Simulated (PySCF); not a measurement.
Molecule: SMILES N(=C)[SiH2]C[SiH3], C2H9NSi2.

Structure with atom numbers: `[CH2:1]=[N:2][SiH2:3][CH2:4][SiH3:5]` (H(Xn): hydrogen on atom n). Ha(C1) is cis to Si3; Hb(C1) is trans to Si3.

Geometry PBE0-D3(BJ)/def2-SVP throughout; GIAO in PySCF 2.14, gas phase, one conformer, non-relativistic; equivalent atoms averaged; basis pcSseg-1.

Q: How do the absolute shieldings σ depend on the functional? (a selection of nuclei; ppm; last column core-seconds on 1 thread of an Arm Neoverse V1, shared host; the GGAs took longer than the global hybrids here, which isn't the general rule, and the cause wasn't traced)

A: 
```tsv
functional	kind	C1	C4	N2	Si3	Si5	Ha(C1)	H(Si3)	H(Si5)	H(C4)	core-s
HF	Hartree–Fock	20.0	202.9	-159.7	412.0	453.6	23.64	27.16	27.84	32.02	6
LDA	LDA	-2.7	192.0	-184.0	333.3	395.9	21.84	25.48	26.49	30.71	16
PBE	GGA	6.8	191.0	-160.5	352.9	406.7	22.39	26.08	27.03	31.16	19
BLYP	GGA	4.1	185.4	-167.5	344.8	396.1	22.65	26.40	27.31	31.37	19
BP86	GGA	6.8	190.6	-158.3	352.3	405.0	22.48	26.16	27.11	31.24	19
OPBE	GGA	18.0	196.4	-133.1	377.5	426.3	22.45	26.17	27.12	31.16	20
KT2	GGA	20.8	193.7	-127.9	378.8	432.1	22.69	26.11	27.05	31.15	20
KT3	GGA	23.1	192.5	-122.7	385.4	433.0	22.87	26.46	27.36	31.31	19
B97-D	GGA	12.4	189.8	-143.2	367.1	414.7	22.73	26.51	27.40	31.44	19
B3LYP	global hybrid	6.0	190.1	-169.8	357.6	407.4	22.83	26.52	27.38	31.47	12
PBE0	global hybrid	9.5	196.2	-161.9	368.9	420.1	22.67	26.30	27.18	31.33	12
mPW1PW91	global hybrid	8.9	195.3	-161.3	367.9	417.7	22.76	26.40	27.27	31.39	12
WP04	global hybrid	1.6	182.6	-159.2	361.9	399.7	23.41	27.33	28.11	31.69	13
B97-2	global hybrid	13.2	195.2	-149.3	375.3	423.2	22.84	26.52	27.38	31.45	12
BHandHLYP	global hybrid	10.1	195.4	-170.2	377.0	424.1	23.13	26.74	27.52	31.63	12
CAM-B3LYP	range-separated hybrid	5.7	194.0	-173.5	361.8	413.2	22.88	26.51	27.32	31.48	16
wB97X-D	range-separated hybrid	8.9	196.8	-160.9	369.7	419.9	22.89	26.51	27.33	31.53	16
LC-wPBE	range-separated hybrid	7.8	201.7	-160.0	374.1	425.2	22.93	26.53	27.33	31.51	23
```

Q: Which nucleus among those listed moves most, in ppm?

A: Si3 (silicon bonded to C, N, 2 H): from 333.3 ppm with LDA to 412.0 ppm with HF. The smallest spread is 1.31 ppm, at H(C4). Proton shifts span only some 12 ppm, so a few tenths of a ppm matter as much there as several ppm in carbon.
